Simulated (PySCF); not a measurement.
# Ca²⁺ (calcium, charge +2): UHF calculation

Configuration: [Ar], closed-shell 1S. Computed with PySCF 2.14 in aug-cc-pwCVTZ-X2C, with scalar relativity by spin-free X2C-1e.

| Quantity | Value |
| --- | --- |
| Total energy | -679.030580 hartree |
| One-electron energy | -919.7169 hartree |
| Hartree (Coulomb) energy | 275.8912 hartree |
| Exchange energy | -35.2049 hartree |
| ⟨S²⟩ | 0.0000 |
| ⟨L²⟩ | 0.000 |
| Sum of ⟨r⟩ | 12.72 bohr |
| Sum of ⟨r²⟩ | 15.37 bohr² |
| Langevin diamagnetic susceptibility | -12.2 ×10⁻⁶ cm³/mol |

```json
{"shell": "1s", "electrons": "2", "mean orbital energy (eV)": "-4099.9", "rms radius, mean of both spins (bohr)": "0.0888"}
{"shell": "2s", "electrons": "2", "mean orbital energy (eV)": "-476.53", "rms radius, mean of both spins (bohr)": "0.393"}
{"shell": "2p", "electrons": "6", "mean orbital energy (eV)": "-386.09", "rms radius, mean of both spins (bohr)": "0.362"}
{"shell": "3s", "electrons": "2", "mean orbital energy (eV)": "-76.093", "rms radius, mean of both spins (bohr)": "1.24"}
{"shell": "3p", "electrons": "6", "mean orbital energy (eV)": "-51.074", "rms radius, mean of both spins (bohr)": "1.37"}
```

Densities and radii are taken from the X2C orbitals without a picture-change correction, which distorts them close to the nucleus.
